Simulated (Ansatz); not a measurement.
Basis-set series for CH3FN2Si (`N[Si]1(F)C=N1`). Total charge 0; spin multiplicity 1. The geometry is a stationary point of PBE0-D4/def2-TZVP. It is one conformer, not always the lowest.

```xyz
8

N    -0.360   -1.387    0.387
Si   -0.348    0.262    0.082
F    -1.847    0.743    0.269
C     0.845    1.206   -0.772
N     0.950    1.326    0.524
H     0.468   -1.956    0.378
H    -1.194   -1.882    0.647
H     1.487    1.688   -1.515
```

```json
{"functional": "PBE0-D4", "basis": "def2-SVP", "functions": "89", "energy (Eh)": "-538.11073", "HOMO (eV)": "-6.22", "LUMO (eV)": "-0.57"}
{"functional": "PBE0-D4", "basis": "def2-QZVPP", "functions": "388", "energy (Eh)": "-538.55318", "HOMO (eV)": "-6.45", "LUMO (eV)": "-0.91"}
{"functional": "ωB97M-V", "basis": "def2-SVP", "functions": "89", "energy (Eh)": "-538.40228", "HOMO (eV)": "-8.46", "LUMO (eV)": "1.91"}
{"functional": "ωB97M-V", "basis": "def2-QZVPP", "functions": "388", "energy (Eh)": "-538.85064", "HOMO (eV)": "-8.71", "LUMO (eV)": "1.33"}
```

Question: Give the rows for def2-TZVPP. (An estimate is asked.)

Answer: Computed: 
```tsv
functional	basis	functions	energy (Eh)	HOMO (eV)	LUMO (eV)
PBE0-D4	def2-TZVPP	208	-538.52832	-6.40	-0.82
ωB97M-V	def2-TZVPP	208	-538.82747	-8.66	1.51
```

Positive LUMOs are unbound and depend on the basis.
